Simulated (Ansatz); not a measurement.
Cartesian coordinates (Å):
```xyz
19

B     -1.8787    -1.9212    -0.4695
C     -1.2708    -0.5448    -0.1510
C     -2.1081     0.5485     0.0728
F     -3.4336     0.4005     0.0091
C     -1.6517     1.8493     0.3732
C     -0.2989     2.0786     0.4562
C      0.6379     1.0271     0.2439
N      1.9590     1.3334     0.3430
C      2.8363     0.3744     0.1491
C      2.4744    -0.9607    -0.1580
C      1.1395    -1.2871    -0.2617
C      0.1523    -0.2867    -0.0607
H     -1.1820    -2.8833    -0.6669
H     -3.0707    -2.0609    -0.5265
H     -2.3863     2.6403     0.5322
H      0.1028     3.0671     0.6858
H      3.8956     0.6455     0.2347
H      3.2503    -1.7143    -0.3088
H      0.8326    -2.3058    -0.4969
```
Charge 0, multiplicity 1.

Calculation: frozen-core CCSD(T)/cc-pVDZ // B3LYP-D3(BJ)/def2-SVP in Ansatz (an electronic-structure program). The restricted HF reference is unstable towards unrestricted orbitals.

```yaml
HF energy: -523.49023 Ha
MP2 correlation energy: -1.57934 Ha
```

Question: Estimate the CCSD correlation energy, the (T) correction, the total energy and the T1 diagnostic.

Answer: 
```
Quantity                        Result
-----------------------  -------------
CCSD correlation energy    -1.62971 Ha
(T) correction             -0.07254 Ha
CCSD(T) total energy     -525.19248 Ha
T1 diagnostic                    0.012
```
